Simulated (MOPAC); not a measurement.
A run for MOPAC: AM1 on H2OSeTe (SMILES O[Te][SeH]), a point of a torsion scan.

```
AM1 1SCF PRECISE CHARGE=0 THREADS=1
H2OSeTe

O     -1.33172141 1     0.55858820 1    -0.40382514 1
Te    -0.18952105 1    -0.91522625 1    -1.08482252 1
Se     1.58756091 1    -0.75395254 1     0.62570986 1
H     -1.90305459 1     0.27272330 1     0.30985545 1
H      2.47882965 1     0.19206291 1    -0.01680360 1
```

Output:

```
*******************************************************************************
 **                                                                           **
 **                              MOPAC v23.2.5                                **
 **                                                                           **
 *******************************************************************************
 ** MOPAC's Digital Object Identifier: https://doi.org/10.5281/zenodo.6511958 **
 **                                                                           **
 ** Please cite the open-source release paper for use of this MOPAC version:  **
 ** J. E. Moussa and J. J. P. Stewart (2026)                                  **
 ** MOPAC: An open-source semiempirical molecular orbital program             **
 ** J. Open Source Softw., 11(119), 8025, https://doi.org/10.21105/joss.08025 **
 *******************************************************************************

                              AM1 CALCULATION RESULTS

 *******************************************************************************
 *  AM1        - The AM1 Hamiltonian to be used
 *
 *
 *
 *                 CHARGE ON SYSTEM = 0
 *
 *
 *
 *  PRECISE    - TIGHTER CRITERIA TO BE USED
 *  1SCF       - DO 1 SCF AND THEN STOP
 *  THREADS=1  - MULTI-THREADING NOT USED
 *  T=         - A TIME OF 172800.0 SECONDS REQUESTED
 *  DUMP=N     - RESTART FILE WRITTEN EVERY 7200.0 SECONDS REQUESTED
 *******************************************************************************
AM1 1SCF PRECISE CHARGE=0 THREADS=1
 H2OSeTe

   ATOM   CHEMICAL          X               Y               Z
  NUMBER   SYMBOL      (ANGSTROMS)     (ANGSTROMS)     (ANGSTROMS)

     1       O         -1.33172141  *   0.55858820  *  -0.40382514  *
     2      Te         -0.18952105  *  -0.91522625  *  -1.08482252  *
     3      Se          1.58756091  *  -0.75395254  *   0.62570986  *
     4       H         -1.90305459  *   0.27272330  *   0.30985545  *
     5       H          2.47882965  *   0.19206291  *  -0.01680360  *



          CARTESIAN COORDINATES

    NO.       ATOM           X           Y           Z

     1         O         -1.3317      0.5586     -0.4038
     2        Te         -0.1895     -0.9152     -1.0848
     3        Se          1.5876     -0.7540      0.6257
     4         H         -1.9031      0.2727      0.3099
     5         H          2.4788      0.1921     -0.0168

  H: (AM1): M.J.S. DEWAR ET AL, J. AM. CHEM. SOC. 107 3902-3909 (1985)
  O: (AM1): M.J.S. DEWAR ET AL, J. AM. CHEM. SOC. 107 3902-3909 (1985)
 Se: (AM1): J. J. P. STEWART, J. MOL. MOD., 10, 155-164 (2004)
 Te: (AM1): J. J. P. STEWART, J. MOL. MOD., 10, 155-164 (2004)

           Empirical Formula: H2 O Te Se  =     5 atoms



      MOLECULAR POINT GROUP   :   C1


      RHF CALCULATION, NO. OF DOUBLY OCCUPIED LEVELS = 10


 -------------------------------------------------------------------------------
 AM1 1SCF PRECISE CHARGE=0 THREADS=1
 H2OSeTe



     1SCF WAS SPECIFIED, SO BFGS WAS NOT USED
     SCF FIELD WAS ACHIEVED


                              AM1 CALCULATION
                                                       MOPAC v23.2.5 Linux




          FINAL HEAT OF FORMATION =        -22.16715 KCAL/MOL =     -92.74737 KJ/MOL


          COSMO AREA              =        115.26 SQUARE ANGSTROMS
          COSMO VOLUME            =        104.86 CUBIC ANGSTROMS

          IONIZATION POTENTIAL    =          7.495193 EV
          HOMO LUMO ENERGIES (EV) =         -7.495 -2.267
          NO. OF FILLED LEVELS    =         10
          MOLECULAR WEIGHT        =        224.5752         POINT GROUP:  C1

          MOLECULAR DIMENSIONS (Angstroms)

            Atom       Atom       Distance
            H     5    H     4     4.39478
           Se     3   Te     2     1.84785
            O     1   Se     3     1.38236


          SCF CALCULATIONS        =          1





   ATOM   CHEMICAL          X               Y               Z
  NUMBER   SYMBOL      (ANGSTROMS)     (ANGSTROMS)     (ANGSTROMS)

     1       O         -1.33172141  *   0.55858820  *  -0.40382514  *
     2      Te         -0.18952105  *  -0.91522625  *  -1.08482252  *
     3      Se          1.58756091  *  -0.75395254  *   0.62570986  *
     4       H         -1.90305459  *   0.27272330  *   0.30985545  *
     5       H          2.47882965  *   0.19206291  *  -0.01680360  *

                             CARTESIAN COORDINATES

   1    O       -1.331721410     0.558588200    -0.403825140
   2   Te       -0.189521050    -0.915226250    -1.084822520
   3   Se        1.587560910    -0.753952540     0.625709860
   4    H       -1.903054590     0.272723300     0.309855450
   5    H        2.478829650     0.192062910    -0.016803600


           Empirical Formula: H2 O Te Se  =     5 atoms



      MOLECULAR POINT GROUP   :   C1


                  EIGENVALUES
 -35.99988 -23.79186 -19.73271 -16.85376 -13.26507 -12.74216 -12.58083  -9.87615
  -8.41971  -7.49519  -2.26697  -0.55628   0.32289   5.57386


              NET ATOMIC CHARGES AND DIPOLE CONTRIBUTIONS

  ATOM NO.   TYPE          CHARGE      No. of ELECS.   s-Pop       p-Pop
    1          O          -0.485394        6.4854     1.88581     4.59958
    2         Te           0.383614        5.6164     1.95587     3.66052
    3         Se          -0.095425        6.0954     1.97201     4.12341
    4          H           0.202862        0.7971     0.79714
    5          H          -0.005656        1.0057     1.00566
 DIPOLE           X         Y         Z       TOTAL
 POINT-CHG.     0.106    -2.383    -1.042     2.603
 HYBRID        -0.154     1.165     0.833     1.440
 SUM           -0.048    -1.218    -0.208     1.237


          ATOMIC ORBITAL ELECTRON POPULATIONS

     Atom    s        px        py        pz
    1  O   1.88581   1.58581   1.45571   1.55806
    2 Te   1.95587   1.02251   1.29612   1.34189
    3 Se   1.97201   1.29674   1.54954   1.27714
    4  H   0.79714
    5  H   1.00566

 **********************
 *                    *
 * JOB ENDED NORMALLY *
 *                    *
 **********************




 == MOPAC DONE ==
```

The run finished.

Cost: roughly 0.04 core-seconds.
